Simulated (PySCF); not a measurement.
## Spinor energies of N⁺ (nitrogen, charge +1)

Start: [He] 2s1 2p2 3s1; 2s1/2 filled at m_j = +1/2; 2p3/2 filled at m_j = +1/2, +3/2; 3s1/2 filled at m_j = +1/2. Calculated with PySCF 2.14 in x2c-TZVPall-2c with one added diffuse shell each of s, p, d type (6s4p3d1f, 40 functions): generalised Hartree-Fock with the X2C-1e Hamiltonian and a Gaussian nucleus; one run each with spin-orbit coupling (SO) switched off, then screened by Boettger's factors. This is a chosen level, not necessarily the ground level.

```tsv
spinor shell	electrons	ε, spin-free (eV)	ε, screened SO (eV)	weight of nominal j (screened SO)	rms radius, screened SO (bohr)
1s1/2	2	-455.05	-455.06	1.000	0.265
2s1/2	1	-54.777	-54.779	1.000	1.25
2p3/2	2	-40.844	-40.841	0.833	1.26
3s1/2	1	-11.006	-11.006	1.000	4.00
```

```tsv
quantity	spin-free	screened SO
E (hartree)	-53.06051	-53.06021
M_J	3	3
⟨J²⟩	12.003	12.003
⟨L²⟩	2.003	2.003
⟨S²⟩	6.000	6.000
```

Each row is a mean over spinors that exchange with the open shell spreads, by up to 4.882 eV (1s1/2).

Rows whose weight is well below 1 are mixtures of j = l ± 1/2: exchange outweighs spin-orbit coupling there, and the label is only the starting occupation.

Without spin-orbit coupling the j labels of p, d and f shells carry no meaning; the spin-free column gives the mean over the occupied spinors of each nl shell.
